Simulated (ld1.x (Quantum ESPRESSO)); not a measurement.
Ranking TM potentials for oxygen

All share these settings but for the change named:

```
Element                 : oxygen
Generator               : ld1.x (Quantum ESPRESSO) 7.5
Type                    : norm-conserving Troullier–Martins (Kleinman–Bylander form)
Functional              : PBE
Relativity              : scalar-relativistic
Frozen core             : [He]
Valence charge          : 6
Reference configuration : 2s2 2p2 (charge +2)
Partial waves           : 2s (bound): rc 0.90 bohr; 2p (bound): rc 0.95 bohr; 3d channel at 0.15 Ry: rc 0.85 bohr
Local potential         : all-electron potential smoothed inside 0.65 bohr (lloc = -1)
Core correction         : a·sin(br)/r model core, default radius (core density twice the valence density)
```

Test errors are all-electron minus pseudo excitation energies from the reference, over 2s2 2p4; 2s2 2p3; 2s2 2p1; 2s2 2p3.5; 2s2 2p0; 2s1 2p5; 2s1 2p4. None of these files shows a bound ghost.

The base gives 289.0 meV.

Of 9 variants that were run, those that failed, showed a ghost or another fault, or gave nearly equal values are left out.

(1) Rank these variants by their largest absolute test error, smallest first.
A. wave 2p (bound): rc 0.95 bohr becomes 2p (bound): rc 0.72 bohr
B. wave 2p (bound): rc 0.95 bohr becomes 2p (bound): rc 1.44 bohr
C. wave 2p (bound): rc 0.95 bohr becomes 2p (bound): rc 1.30 bohr
D. wave 2p (bound): rc 0.95 bohr becomes 2p (bound): rc 1.04 bohr
E. wave 2p (bound): rc 0.95 bohr becomes 2p (bound): rc 1.12 bohr

## Answers

(1) A (140.1 meV), D (388.0 meV), E (486.5 meV), C (774.3 meV), B (1061.1 meV).
